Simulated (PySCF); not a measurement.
Compound: H₆OSSi₂.
Bonds: O1–Si2, Si2–S3, S3–Si4. Hydrogens: H5 on O1; H6, H7 on Si2; H8, H9, H10 on Si4.

Computed with PBE0-D3(BJ)/def2-SVP geometry optimisation, gas phase (PySCF).

Task: Give the optimised bond lengths and angles.

Result: 
```tsv
bond	length (pm)	order
O1–Si2	165.6	single
Si2–S3	215.6	single
S3–Si4	214.9	single
O1–H5	96.1	single
Si2–H6, Si2–H7	149.1	single
Si4–H8, Si4–H9, Si4–H10	149.2	single
```

Bonds in one row agree within 1 pm and their mean is given. Orders are formal, as drawn. A selection of angles:
```tsv
angle	degrees
Si2–O1–H5	117.6
O1–Si2–S3	107.5
O1–Si2–H6	110.8
O1–Si2–H7	109.9
S3–Si2–H6	109.6
H6–Si2–H7	109.0
Si2–S3–Si4	99.7
S3–Si4–H8	111.0
S3–Si4–H9	105.8
H8–Si4–H9	110.3
```

Dihedral angles: O1–Si2–S3–Si4 179° (antiperiplanar); H5–O1–Si2–S3 -5° (synperiplanar). The mirror-image conformer, all signs reversed, is as good.

O1 (silanol oxygen) is bent (angle 117.6°). The 4 heavy atoms lie in one plane (0.011 Å rms). Si2 (oxygen-bound silicon) is tetrahedral (angles from 107.5° to 110.8°). Si4 (SiH3 silicon) is distorted tetrahedral (angles from 105.8° to 111.0°).

Point group: near Cs, missed by 0.16 Å at most; the miss may be what the optimiser left on a soft mode. No PBE0-D3(BJ)/def2-SVP frequencies stand behind this structure, so it isn't proved a minimum. The numbers are those of one conformer (H–O1–Si2–S3 -5°, O1–Si2–S3–Si4 179°).

Hardware: an Arm Neoverse N1 with one thread, shared host with 64 logical CPUs at a one-minute load of 40. Cost: 24 s, 0.41 GiB resident at most. That covers the optimisation of the geometry.
